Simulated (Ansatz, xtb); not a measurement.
A geometry optimisation of F2GaNO2 with r2SCAN-D4/def2-SVP

The starting geometry of this gas-phase singlet was built from a drawn formula by distance geometry and a force field; its bonds are those of `O=[N+]1[O][Ga-]1([F])[F]`.

```xyz
6

F    -1.1351    0.6599    1.5575
F    -2.3163   -1.3874   -0.5167
Ga   -2.5606   -0.1163    0.7440
N    -3.4977    1.1602    0.0009
O    -3.6087    2.1227   -0.7572
O    -4.1312    0.4409    1.1285
```

Task: Predict what it relaxes into with r2SCAN-D4/def2-SVP.

Result: A bond breaks, leaving `O=N[O][Ga]([F])[F]`. Contacts that open: Ga3–N4 (1.75 → 2.71 Å).

The energy falls by 2.65 eV over 31 steps:

| step | E − E(last) (eV) |
| --- | --- |
| 1 | 2.648 |
| 4 | 0.111 |
| 8 | 0.083 |
| 11 | 0.080 |
| 14 | 0.078 |
| 18 | 0.054 |
| 21 | 0.049 |
| 24 | 0.026 |
| 28 | 0.000 |
| 31 | 0.000 |

Final geometry (Å):

```yaml
atoms:
  - { symbol: F, position_ang: [-1.0523, 0.4007, 1.5559] }
  - { symbol: F, position_ang: [-2.1499, -2.0784, 0.3307] }
  - { symbol: Ga, position_ang: [-2.2671, -0.3720, 0.5948] }
  - { symbol: N, position_ang: [-3.6137, 1.9427, 0.1549] }
  - { symbol: O, position_ang: [-4.5165, 2.4822, -0.3330] }
  - { symbol: O, position_ang: [-3.6502, 0.5048, -0.1463] }
```

From the same start GFN2-xTB ends elsewhere, differing in Ga3–N4 (2.12 against 2.71 Å here), Ga3–O6 (2.81 against 1.80 Å here).

The end wasn't checked by frequencies. Run with Ansatz 0.2.0, 97 s on 1 thread of Intel(R) Xeon(R) 6975P-C (Granite Rapids) (shared host).
